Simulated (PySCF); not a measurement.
Si(H)(Br)(Me)2 (C2H7BrSi), SMILES C[SiH](C)Br.

Coordinates come from a PBE0-D3(BJ)/def2-SVP optimisation.

Method: PBE/def2-TZVP in PySCF.

Gas-phase values at a fixed geometry.

Computed frontier levels, gap, dipole moment and polarisability:
```json
{
 "highest_occupied_level": "-6.81 eV",
 "lowest_empty_level": "-0.38 eV",
 "orbital_gap": "6.43 eV",
 "dipole_moment": "2.19 D",
 "quadrupole, principal values (traceless, Buckingham form, about the centre of nuclear charge)": "-1.90, 0.57, 1.32 D·Å",
 "mean_static_polarisability": "72.1 bohr³ (10.69 Å³)",
 "polarisability_principal_values": "62.3, 71.2, 82.9 bohr³"
}
```
